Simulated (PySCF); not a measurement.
**Correlation energy of C⁺ (carbon, charge +1)**

[He] 2s1 2p2, high-spin 4P determinant (an excited configuration). Calculation: PySCF 2.14, in aug-cc-pV5Z (7s6p5d4f3g2h, 127 functions); the non-relativistic Hamiltonian (point nucleus). Frozen: 1s2; 3 electrons correlated.

MP2 pair energies summed by pair of shells (mhartree):

| pair | energy | share (%) |
| --- | --- | --- |
| 2p-2p | -7.53 | 56.8 |
| 2s-2p | -5.73 | 43.2 |

Total MP2 correlation energy: -13.26 mhartree.

Same-spin part -13.26 and opposite-spin part 0.00 mhartree; SCS-MP2 scales them by 1/3 and 6/5 to -4.42 mhartree.
